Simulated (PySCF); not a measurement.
[Yb(H2O)3]2+ at several levels of theory

Computed with PySCF 2.14.0 (density fitting, no spin-orbit coupling) at the geometry relaxed with PBE:

```xyz
10
[Yb(H2O)3]2+ (singlet in the valence; each metal's 4f electrons, 14 of them, lie in its core potential, out of spins and levels)
Yb    0.0000    0.0000    0.0000
O     2.4079    0.0000    0.0000
H     3.0173    0.5921    0.4955
H     3.0173   -0.5922   -0.4955
O    -1.2039    2.0853    0.0000
H    -2.0214    2.3170    0.4955
H    -0.9958    2.9091   -0.4955
O    -1.2040   -2.0853    0.0000
H    -0.9959   -2.9091    0.4955
H    -2.0215   -2.3169   -0.4955
```

| level | basis | state | HOMO (eV) | gap (eV) | charge on Yb1 (e) | population of f-type functions on Yb1 (polarisation alone where 4f lies in the core) | dipole about the centre of mass (D) | largest force component (eV/Å) |
| --- | --- | --- | --- | --- | --- | --- | --- | --- |
| PBE | Yb lcecp-0-SVP with ECP60, O def2-SVP, H def2-SVP | singlet | – | – | 1.28 | 0.01 | 0.00 | 0.01 |
| BLYP | the same | singlet | – | – | 1.26 | 0.01 | 0.00 | 0.09 |
| CAM-B3LYP | the same | singlet | – | – | 1.36 | 0.01 | 0.00 | 0.43 |
| wB97X | the same | singlet | – | – | 1.39 | 0.01 | 0.00 | 0.61 |
| PBE | Yb lcecp-0-TZVP with ECP60, O def2-TZVP, H def2-TZVP | singlet | – | – | 1.63 | 0.01 | 0.00 | 0.31 |

In the lcecp rows the 4f levels are missing from HOMO and gap, and the state counts the valence alone.

Charges are Mulliken's, which hang on the basis. The relaxation used the grid (50, 194), these runs (75, 302) or, all-electron (x2c bases, spin-free X2C Hamiltonian), (99, 590).

Question: What does PBE0 with Yb lcecp-0-SVP with ECP60, O def2-SVP, H def2-SVP give here?

Answer: state singlet, charge on Yb1 (e) 1.39, population of f-type functions on Yb1 (polarisation alone where 4f lies in the core) 0.01, dipole about the centre of mass (D) 0.00, largest force component (eV/Å) 0.59. Time: 4.3 s on 2 threads of Arm Neoverse V2 (shared host), from an already converged density.

A frequency check found unstable modes (3, the lowest at -38 cm⁻¹), so the relaxed geometry is a saddle point, or these are noise. An lcecp potential fixes the number of 4f electrons, so in runs with it no electron can move into or out of that shell.
